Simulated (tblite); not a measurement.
C₉H₉ (doublet state).
Bonds: C1–C2, C2–C3 (aromatic), C3–C4 (aromatic), C4–C5 (aromatic), C5–C6, C6–C7 (double), C5–C8 (aromatic), C8–C9 (aromatic), C2–C9 (aromatic). Hydrogens: H10, H11 on C1; H12 on C3; H13 on C4; H14 on C6; H15, H16 on C7; H17 on C8; H18 on C9.
Bond orders are those of one Lewis drawing.

Computed with GFN2-xTB (tblite), gas phase: L-BFGS steps from a force-field or distance-geometry start until the largest atomic force falls under 0.01 eV/Å.

Step 25: E = -646.5424 eV
```
atom  x, y, z in Å  |  force x, y, z in eV/Å
C1     -3.2489    0.3562    0.1839   -0.034  -0.039  -0.021
C2     -1.8974    0.1361    0.1097   -0.042   0.012   0.018
C3     -1.3361   -1.1630    0.2929   -0.040   0.009   0.032
C4      0.0137   -1.3557    0.2929   -0.028  -0.004   0.012
C5      0.9119   -0.2911    0.0752   -0.011  -0.030   0.025
C6      2.3289   -0.5509    0.1279   -0.006  -0.009  -0.068
C7      3.3152    0.3240   -0.0848   -0.005  -0.025  -0.026
C8      0.3653    0.9843   -0.1696    0.029   0.013   0.032
C9     -0.9796    1.2014   -0.1376   -0.011  -0.038  -0.035
H10    -3.6553    1.3425    0.0554   -0.032   0.024  -0.005
H11    -3.9445   -0.4435    0.3762    0.065   0.035  -0.016
H12    -2.0161   -1.9886    0.4482    0.044  -0.016   0.024
H13     0.4132   -2.3459    0.4676    0.008   0.007  -0.023
H14     2.5882   -1.5777    0.3619    0.017   0.023   0.002
H15     4.3461    0.0197   -0.0269   -0.002   0.032   0.012
H16     3.1365    1.3564   -0.3337    0.016  -0.028   0.022
H17     1.0284    1.8100   -0.3735    0.029   0.037   0.025
H18    -1.3786    2.1919   -0.3020    0.003  -0.003  -0.009
```

Step 26: E = -646.5434 eV
```
atom  x, y, z in Å  |  force x, y, z in eV/Å
C1     -3.2491    0.3569    0.1814   -0.015  -0.036  -0.014
C2     -1.8981    0.1352    0.1086   -0.019   0.032   0.020
C3     -1.3365   -1.1634    0.2949   -0.017   0.021   0.031
C4      0.0137   -1.3558    0.2915   -0.039  -0.002   0.005
C5      0.9117   -0.2915    0.0726   -0.022  -0.008   0.025
C6      2.3286   -0.5521    0.1241   -0.025  -0.009  -0.037
C7      3.3147    0.3235   -0.0839   -0.002  -0.024  -0.044
C8      0.3650    0.9850   -0.1687    0.034   0.015   0.039
C9     -0.9806    1.2007   -0.1379    0.027  -0.008  -0.053
H10    -3.6557    1.3428    0.0493   -0.033   0.017  -0.004
H11    -3.9404   -0.4433    0.3798    0.017   0.015  -0.016
H12    -2.0156   -1.9881    0.4557    0.035  -0.028   0.019
H13     0.4153   -2.3455    0.4637   -0.002   0.002  -0.016
H14     2.5863   -1.5781    0.3617    0.026   0.013  -0.010
H15     4.3455    0.0205   -0.0274    0.018   0.020   0.020
H16     3.1361    1.3552   -0.3331    0.009  -0.006   0.017
H17     1.0296    1.8124   -0.3651    0.002   0.014   0.017
H18    -1.3789    2.1921   -0.3035    0.005  -0.027   0.001
```

Step 27: E = -646.5440 eV
```
atom  x, y, z in Å  |  force x, y, z in eV/Å
C1     -3.2497    0.3574    0.1785    0.010  -0.019  -0.003
C2     -1.8990    0.1351    0.1083    0.010   0.034   0.013
C3     -1.3372   -1.1632    0.2972   -0.018   0.017   0.025
C4      0.0127   -1.3557    0.2910   -0.014  -0.006   0.002
C5      0.9111   -0.2919    0.0715   -0.017   0.012   0.019
C6      2.3280   -0.5531    0.1208   -0.024  -0.006  -0.009
C7      3.3143    0.3227   -0.0843   -0.003  -0.020  -0.048
C8      0.3653    0.9856   -0.1673    0.017   0.011   0.038
C9     -0.9810    1.1999   -0.1390    0.047   0.007  -0.047
H10    -3.6565    1.3430    0.0457   -0.035   0.015  -0.008
H11    -3.9372   -0.4429    0.3821   -0.028  -0.011  -0.014
H12    -2.0145   -1.9888    0.4606    0.025  -0.024   0.017
H13     0.4166   -2.3452    0.4607   -0.016   0.003  -0.011
H14     2.5860   -1.5781    0.3614    0.026  -0.001  -0.020
H15     4.3452    0.0214   -0.0272    0.025   0.007   0.022
H16     3.1360    1.3543   -0.3323    0.002   0.011   0.010
H17     1.0303    1.8142   -0.3597   -0.009  -0.001   0.013
H18    -1.3790    2.1917   -0.3044    0.004  -0.030   0.001
```

Problem. Estimate the geometry and energy of step 28. (The exact step hangs on the optimiser's Hessian estimate; all steps are aligned on step 27, rigid shifts and turns removed.)

Solution. E = -646.5445 eV, largest force 0.058 eV/Å
```
atom  x, y, z in Å  |  force x, y, z in eV/Å
C1     -3.2502    0.3577    0.1762    0.018   0.010   0.006
C2     -1.8995    0.1357    0.1084    0.022   0.018   0.005
C3     -1.3383   -1.1627    0.2994    0.006   0.010   0.017
C4      0.0117   -1.3557    0.2907   -0.009   0.005   0.001
C5      0.9103   -0.2921    0.0713   -0.004   0.016   0.012
C6      2.3272   -0.5540    0.1182   -0.010  -0.005   0.013
C7      3.3139    0.3216   -0.0855    0.002  -0.008  -0.043
C8      0.3660    0.9862   -0.1655    0.009   0.006   0.027
C9     -0.9805    1.1993   -0.1407    0.036   0.018  -0.025
H10    -3.6577    1.3433    0.0430   -0.030   0.000  -0.010
H11    -3.9353   -0.4428    0.3835   -0.051  -0.025  -0.014
H12    -2.0132   -1.9897    0.4643    0.010  -0.018   0.016
H13     0.4171   -2.3448    0.4583   -0.025  -0.001  -0.007
H14     2.5863   -1.5780    0.3608    0.020  -0.011  -0.027
H15     4.3454    0.0223   -0.0266    0.017  -0.002   0.019
H16     3.1361    1.3537   -0.3314   -0.002   0.016   0.003
H17     1.0307    1.8157   -0.3556   -0.011  -0.009   0.012
H18    -1.3789    2.1908   -0.3050    0.003  -0.021  -0.005
```

The energy changes by -0.0005 eV. The first-order estimate −F·Δx gives -0.0007 eV and the mean of the old and new forces, exact on a quadratic surface, -0.0005 eV. The step makes an angle of 61° with the force vector and moves no atom by more than 0.004 Å.

What follows is the cost of the whole relaxation. Time: 0.31 s wall. Hardware: Arm Neoverse V2, one thread (shared host).
